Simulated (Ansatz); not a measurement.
Gas-phase reaction 2 R1 → P1 + P2, each structure at its B3LYP-D3(BJ)/def2-TZVP stationary point, reached from a drawn start (curvature not checked).
P1: H2O (SMILES O), charge 0, multiplicity 1.
P2: O atom, charge 0, multiplicity 3.
R1: OH (SMILES [OH]), charge 0, multiplicity 2.

P less R. No zero-point or thermal terms; singlets are restricted closed shells; open shells are unrestricted; no spin–orbit coupling.

Correlated levels freeze the cores. CBS: X⁻³ extrapolation of the correlation energy, Hartree–Fock from the larger set.

Codes used: Ansatz (a program for electronic structure). Each number belongs to the level named beside it.

The comparison value is -0.808 eV (CCSD(T)/CBS(aug-cc-pVTZ, aug-cc-pVQZ)). It is a level with limits of its own, not the exact answer.

Q: Order these levels by how close they come to the comparison value for the reaction energy, closest first: HF/aug-cc-pVQZ, BLYP/def2-TZVPPD, HF/aug-cc-pVDZ, BHLYP/def2-TZVPPD, revPBE/def2-TZVPPD. Give each level's value less the comparison value.

A: HF/aug-cc-pVQZ (-0.024 eV), HF/aug-cc-pVDZ (-0.032 eV), BHLYP/def2-TZVPPD (0.126 eV), revPBE/def2-TZVPPD (0.192 eV), BLYP/def2-TZVPPD (0.230 eV)
